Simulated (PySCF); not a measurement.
From computed data to an observable: dipole moment from atomic charges

CH5Ge2N, SMILES [CH]1=[N][GeH2][GeH2]1. Atoms are numbered in the order given.

```xyz
9

C     -1.5804    -0.4897     0.0000
N     -1.5456     0.7875     0.0000
Ge     0.3339     1.2111     0.0000
Ge     0.2902    -1.2563     0.0000
H     -2.5477    -1.0297     0.0000
H      0.7257     2.0149    -1.2602
H      0.7257     2.0149     1.2602
H      0.7136    -2.0642    -1.2525
H      0.7136    -2.0642     1.2525
```

Geometry optimised at B3LYP-D3(BJ)/def2-SVP. This is a generated structure with no PubChem entry under its InChIKey; it may be hypothetical.

Charges (e) from PySCF with ωB97X/def2-TZVP:

```tsv
atom	IAO	Mulliken
C1	-0.172	-0.138
N2	-0.474	-0.324
Ge3	0.518	0.226
Ge4	0.320	0.062
H5	0.139	0.126
H6	-0.086	0.008
H7	-0.086	0.008
H8	-0.079	0.015
H9	-0.079	0.015
```

The dipole moment of the full density is 1.94 D.

Task: What dipole moment does each set of point charges give, and which comes closer to that of the density?

Result: 
μ = Σ q r, and 1 e Å = 4.8032 D.
IAO: Σ q r = (0.679, -0.227, 0.000) e Å, |μ| = 3.44 D.
Mulliken: Σ q r = (0.524, -0.151, 0.000) e Å, |μ| = 2.62 D.
Mulliken comes closer in size. Point charges leave out the atoms' own dipoles (lone pairs, polarised bonds); fits to the potential absorb them, partitions of the density don't.
